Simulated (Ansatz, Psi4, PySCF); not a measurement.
C₅H₇O (SMILES O=C1[CH]CCC1), doublet (typed; the unrestricted solution is spin-contaminated), geometry from GFN2-xTB. Base run: CCSD(T)/STO-3G (PySCF).

Input for PySCF:
```python
from pyscf import gto, scf, cc

mol = gto.Mole()
mol.atom = '''
    O    -1.82573338   -0.64971205    0.89879988
    C    -0.77375909   -0.31313800    0.37082882
    C     0.47307306   -0.99544363    0.42351030
    C     1.51669687   -0.29946568   -0.34396356
    C     0.93352357    1.09690470   -0.61562325
    C    -0.58130129    0.92105097   -0.50503971
    H     0.62167536   -1.93475276    0.92596102
    H     2.47468566   -0.27317861    0.18213016
    H     1.70193143   -0.83356765   -1.28581745
    H     1.28222283    1.78856572    0.15238514
    H     1.23813668    1.48806895   -1.58492652
    H    -1.03318178    0.71800635   -1.47861491
    H    -1.08900190    1.78510426   -0.07979190
'''
mol.basis = 'sto-3g'
mol.spin = 1
mol.verbose = 4
mol.build()

mf = scf.UHF(mol)
mf.kernel()

mycc = cc.CCSD(mf)
mycc.kernel()
et = mycc.ccsd_t()
print('E(CCSD(T)) = %.10f' % (mycc.e_tot + et))
```

The same geometry, method and basis name were run in Ansatz (a quantum-chemistry and plane-wave program) and Psi4 and PySCF, at each program's defaults and at the settings that a row names. The base is PySCF at its defaults. Differences at the defaults can come from grids, fitting, cores and function types together.

```
code and settings                                                                 ΔE vs base (µEh)  basis functions      E (Eh)  SCF cycles
--------------------------------------------------------------------------------  ----------------  ---------------  ----------  ----------
PySCF, defaults (exact integrals, spherical functions, all electrons correlated)               0.0               37  -265.29540          18
Psi4, defaults (exact integrals, spherical functions, all electrons correlated)                0.0               37  -265.29540          20
Ansatz, defaults (factorised integrals, spherical functions, frozen core)                     2244               37  -265.29315           -
PySCF, frozen core                                                                            2210               37  -265.29319          18
Psi4, exact integrals, spherical functions, frozen core                                       2210               37  -265.29319          20
Ansatz, high accuracy, frozen core                                                            2210               37  -265.29319           -
```

Open shells are given as the SCF converged; they aren't shown to be the lowest states, and a large step between rows can be another state.
